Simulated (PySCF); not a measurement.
How methods differ on the ionisation energy of Hf⁶³⁺

Hf⁶³⁺ [He] 2s2 2p5 (2P) → Hf⁶⁴⁺ [He] 2s2 2p4 (3P), as a difference of total energies. All numbers are calculated (PySCF 2.14, scalar relativity by spin-free X2C-1e, in an uncontracted even-tempered set (19 s from 40 bohr⁻², ratio 2.2; 13 p from 52 bohr⁻², ratio 2.2; 5 d from 210 bohr⁻², ratio 2.4; 5 f from 310 bohr⁻², ratio 2.4; 4 g from 470 bohr⁻², ratio 2.4)). Correlated levels: nothing frozen; virtual orbitals above 40 to 60 times the deepest correlated orbital energy dropped. The calculations carry no spin-orbit coupling.

| method | ionisation energy (eV) |
| --- | --- |
| UHF | 15391.0 |
| LDA | 15384.8 |
| PBE | 15389.8 |
| PBE0 | 15390.6 |
| r2SCAN | 15395.6 |
| BLYP | 15391.3 |
| PW91 | 15391.7 |
| MP2 (all electrons) | 15392.9 |
| SCS-MP2 (all electrons) | 15392.8 |

Spin-orbit coupling is strong in these open shells (close to jj coupling). The scalar numbers leave it out and a first-order estimate fails, so it can dominate the gap to the real levels.

For this ion Breit and QED terms and the two-electron picture change, all absent here, outweigh the differences among the correlated methods.

For comparison: 14999 ± 19 eV (theoretical estimate listed by NIST; NIST Atomic Spectra Database, ionization energies).
